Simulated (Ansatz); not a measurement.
## Ligand exchange: C2H2F3I + AlH(CH3)(OH) → C2H3F3O + AlH(CH3)I

Species: C2H2F3I (1,1,1-trifluoro-2-iodoethane) `FC(F)(F)CI`, singlet; AlH(CH3)(OH), singlet; C2H3F3O (2,2,2-trifluoroethanol) `OCC(F)(F)F`, singlet; AlH(CH3)I, singlet. The partners trade I for OH: C–I and Al–OH bonds give way to C–OH and Al–I.

Shapes, held fixed at every level: PBE0-D4/def2-TZVP. Flexible molecules stand in one conformer, not always the lowest. Programs: Ansatz 0.2.0. Electronic energies: no zero-point or thermal term.

```csv
level,kind,ΔE (kJ/mol),less CCSD(T)/def2-TZVPP
HF/def2-SVP,Hartree–Fock,-32.8,-48.1
r2SCAN-D4/def2-TZVPP,meta-GGA,+9.5,-5.8
BHLYP-D4/def2-TZVPP,global hybrid,+6.2,-9.1
r2SCAN0-D4/def2-TZVPP,global hybrid,+3.0,-12.3
wB97M-V/def2-TZVPP,range-separated hybrid,+11.1,-4.2
B2PLYP/def2-TZVPP,double hybrid,+15.5,+0.2
MP2/def2-SVP,perturbation theory,-2.9,-18.2
CCSD(T)/def2-TZVPP,coupled cluster or CI,+15.3,0.0
```

The highest level, CCSD(T)/def2-TZVPP, gives ΔE = +15.3 kJ/mol; the levels span -32.8 to +15.5. They disagree on the sign: 6 of 8 are positive. The column of differences is taken from that level and isn't an error. No measured value is set beside it here. For atoms past krypton def2 sets carry core potentials with scalar relativity. Outer-core shells of I are correlated in most correlated rows, in sets that cover them unevenly.
